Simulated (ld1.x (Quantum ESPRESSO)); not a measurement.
PBE PAW dataset for gadolinium, scalar-relativistic all-electron reference.

ld1.x (Quantum ESPRESSO) 7.5 input, shortened:

```
&input
   title='Gd', zed=64., rel=1, dft='PBE', iswitch=3,
   config='[Xe] 4f7 5d0 6s0 6p0'
 /
 &inputp
   pseudotype=3, lpaw=.true., tm=.true., lloc=-1, rcloc=1.75,
   nlcc=.true.,
   which_augfun='PSQ', rmatch_augfun_nc=.true.
 /
6
5S  1  0   2.00   0.00  1.95  2.25  0.0
6S  2  0   0.00   0.00  1.95  2.25  0.0
5P  2  1   6.00   0.00  2.05  2.80  0.0
6P  3  1   0.00   0.00  2.05  2.80  0.0
5D  3  2   0.00   0.00  2.10  2.75  0.0
5D  3  2   0.00  -1.70  2.10  2.75  0.0
 &test
   configts(1)='5s2 5p6 5d0 6s0 6p0'
 /
```

All-electron outer shells of the reference configuration (PBE, scalar-relativistic, ld1.x):

```
shell  level (eV)  outermost node (bohr)  outermost maximum (bohr)
   5s      -74.68                   0.65                      1.20
   5p      -51.84                   0.70                      1.35
   4f      -33.70                      –                      0.56
   5d      -24.69                   0.79                      1.81
   6s      -22.53                   1.56                      2.87
   6p      -17.14                   1.81                      3.37
```

Results:

* Cutoffs needed: 12 Ry and 18 Ry (the cutoffs (Ry, on a coarse ladder) from which the occupation-weighted sum of valence levels, in a spherical-Bessel basis at the reference potential, stays within 10 and 1 mRy of its value at 400 Ry)
* Ghost test: no extra level below or beside the all-electron valence levels (s, p, d, f tested) (spherical-Bessel basis up to 400 Ry, 20 bohr box)
* Configuration tests: test run stopped at test 3 of 7 (negative rho)
* Lowest eigenvalue of the overlap operator: 0.08 (s channel)
* Density cutoff estimated by the generator: 93 Ry

Generation and tests took about 3.5 s on one core of a shared server CPU.
